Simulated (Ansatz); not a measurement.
AlCl2H3OSi, SMILES `[SiH3][O][Al]([Cl])[Cl]`, relaxed with RKS PBE0-D4/def2-TZVP in Ansatz 0.2.0 from a PBE-D4/def2-SVP geometry. The force threshold is 0.005 eV/Å; the program also tests the step.

Charge 0, multiplicity 1.

Start:

```xyz
8

Si   -0.115    1.167   -0.998
O     0.016   -0.120    0.054
Al    0.137   -1.381    1.169
Cl    1.987   -1.859    2.028
Cl   -1.560   -2.485    1.704
H    -1.485    1.779   -0.888
H     0.103    0.690   -2.407
H     0.916    2.209   -0.662
```

Question: By how much does the energy fall, and how many steps does the optimiser take? (Best estimate.)

Answer: Ansatz gave: 5.45 kJ/mol, in 6 steps.

Question: Which bonds change most? (Best estimate.)

Answer: The calculation gave: Si1–O2 from 1.667 to 1.630 Å; O2–Al3 from 1.688 to 1.659 Å; Al3–Cl5 from 2.094 to 2.073 Å; Al3–Cl4 from 2.094 to 2.073 Å.

Question: Give the relaxed structure. (Estimate.)

Answer: Computed: 
```xyz
8

Si   -0.114    1.149   -0.976
O     0.010   -0.093    0.073
Al    0.134   -1.351    1.147
Cl    1.967   -1.835    1.985
Cl   -1.543   -2.454    1.664
H    -1.467    1.754   -0.880
H     0.105    0.651   -2.358
H     0.907    2.179   -0.656
```
